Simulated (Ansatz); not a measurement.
```yaml
crystal:
  periodic: [false, false, false]
  atoms:
    - {symbol: N, position_ang: [-1.185796, -0.324689, -0.802907]}
    - {symbol: Si, position_ang: [0.084334, 0.035427, 0.264555]}
    - {symbol: O, position_ang: [1.033179, -1.295582, 0.145415]}
    - {symbol: O, position_ang: [-0.473055, 0.355770, 1.768412]}
    - {symbol: S, position_ang: [1.208623, 1.817276, -0.084032]}
    - {symbol: H, position_ang: [-1.888521, 0.359114, -1.027047]}
    - {symbol: H, position_ang: [-1.033463, -0.976063, -1.554814]}
    - {symbol: H, position_ang: [1.913566, -1.213538, 0.515110]}
    - {symbol: H, position_ang: [-1.144713, -0.244164, 2.098890]}
    - {symbol: H, position_ang: [1.569046, 1.435247, -1.320683]}
basis:
  gaussian: {orbitals: def2-TZVP}
hamiltonian: {xc: {name: HF}}
correlation: {method: mp2, frozen_orbitals: {N: 9}}
scf: {lower_state_search: light}
```

```sh
$ ansatz run in.yaml --threads 4 --pin off --events-out ev --progress --plain --max-ram 10444MiB
```

Q: How does Ansatz answer? (An estimate is asked.)

A: The calculation gave: The program refused the input.
```
Functional definition: HF
Error: "frozen_orbitals" has no count for Si
```
